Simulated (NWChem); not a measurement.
CH7GeNO; SMILES C[NH][GeH2][OH]

```xyz
11

C     -0.4918     2.2218     0.2412
N      0.3199     1.2143    -0.3970
Ge     0.3125    -0.5384     0.0853
O     -1.2524    -1.3728    -0.1566
H     -0.6112     1.9823     1.3102
H     -0.0099     3.2137     0.1923
H     -1.5115     2.3254    -0.1789
H      0.5528     1.4201    -1.3622
H      1.4063    -1.2128    -0.7660
H      0.5038    -0.6347     1.6021
H     -1.5134    -1.4139    -1.0825
```
Atoms are numbered in this order, from 1.

Level: PBE0/def2-SVP (NWChem), optimised geometry, unscaled harmonic frequencies. 

List the harmonic frequencies with IR intensities, and the thermochemistry.


```tsv
frequency (cm⁻¹)	IR intensity (km/mol)
88	1.4
123	9.1
204	71.2
221	3.1
299	79.8
428	99.2
536	48.5
664	36.8
696	119.7
740	50.2
823	94.7
842	36.7
906	111.7
1093	4.6
1138	1.4
1172	88.3
1392	24.4
1447	12.1
1465	13.6
1495	5.1
2152	137.5
2202	96.0
3002	90.1
3079	38.3
3127	18.0
3635	16.5
3907	59.0
```

```yaml
zero_point_energy: 52.7 kcal/mol
thermal correction to the enthalpy at 298.15 K (with zero-point energy): 57.6 kcal/mol
heat capacity Cv: 23.0 cal/(mol K)
entropy at 298.15 K and 1 atm (symmetry number 1): 81.6 cal/(mol K)
dipole_moment: 2.13 D
```

Rigid rotor and harmonic oscillator; modes under 100 cm⁻¹ make the entropy uncertain.
